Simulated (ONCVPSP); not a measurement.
## Co: one change to an ONCV potential, before and after

| Quantity | Value |
| --- | --- |
| Element | cobalt (Co) |
| Generator | ONCVPSP 4.0.1 |
| Type | optimised norm-conserving Vanderbilt (ONCV) |
| Functional | PBEsol |
| Relativity | fully relativistic |
| Frozen core | [Ne] |
| Valence charge | 17 |
| Reference configuration | 3s2 3p6 3d7 4s2 |
| Partial waves | 3s+4s: rc 1.40 bohr, ncon 4, nbas 8, qcut 11.4 1/bohr, 2 projectors; 3p: rc 1.20 bohr, ncon 4, nbas 8, qcut 12.1 1/bohr, 1 projector; 3d: rc 1.40 bohr, ncon 5, nbas 10, qcut 9.7 1/bohr, 3 projectors, debl 1.6 Ha |
| Local potential | polynomial inside 0.90 bohr (lpopt 4, dvloc0 -1 Ha) |
| Core correction | polynomial model core, fcfact 0.2 |

Open shells are filled in proportion to 2j + 1.

Change: p: rc 0.82; local potential polynomial inside 0.82 bohr (lpopt 4, dvloc0 -1 Ha).

Cutoffs: the cutoffs (Ha) at which the residual kinetic energy of the hardest occupied pseudo-wave falls to 1 and 0.1 mHa per electron; they do not see the model core or the augmentation charge, which bear on the density cutoff. Errors are all-electron minus pseudo energies relative to the spin-unpolarised reference configuration.

Task: Predict the effect on cutoff, ghosts and configuration errors.

Result: The potential gets harder (46 Ha and 163 Ha → 59 Ha and 163 Ha); of the 4 tests that both files solve, the error grows in 1 and shrinks in 0 by more than 15 % and 0.3 meV (median size 5.9 → 10.5 meV); neither file shows a bound ghost. A smaller radius makes the pseudo-wave follow the all-electron one further in, where it bends more sharply, so more plane waves are needed.

```csv
quantity,base,changed
"cutoff, loose",46 Ha,59 Ha
"cutoff, tight",163 Ha,163 Ha
loose cutoff by channel,"s 34 Ha, p 40 Ha, d 46 Ha","s 34 Ha, p 59 Ha, d 46 Ha"
bound ghosts,none,none
GHOST(+) flags under 300 eV,none,none
"error for 3s2 3p6 3d7 4s1, meV [ΔE 9.05 eV]",+1.2,+1.2
"error for 3s2 3p6 3d7 4s0, meV [ΔE 25.74 eV]",+6.0,+6.1
"error for 3s2 3p6 3d6 4s0, meV [ΔE 61.58 eV]",+15,+15
"error for 3s2 3p6 3d7 4s0 4p2, meV [ΔE 9.02 eV]",+5.9,+20
s: phases at 1.42 bohr within 0.05 rad from the reference energy up to (Ha; the scan ends near 5),to the end of the scan,to the end of the scan
d5/2: phases at 1.42 bohr within 0.05 rad from the reference energy up to (Ha; the scan ends near 5),to the end of the scan,to the end of the scan
d3/2: phases at 1.42 bohr within 0.05 rad from the reference energy up to (Ha; the scan ends near 5),to the end of the scan,to the end of the scan
"rms error of d²Exc/dni dnj with the model core, mHa",5.79,5.81
```

Base: These tests converged, but a pseudo level misses the all-electron one widely, so the file describes the atom poorly there or has found another state: 3s2 3p6 3d7 4s0 4p2: empty 4s by 13.2 eV. Changed file: These tests converged, but a pseudo level misses the all-electron one widely, so the file describes the atom poorly there or has found another state: 3s2 3p6 3d7 4s0 4p2: empty 4s by 13.2 eV.
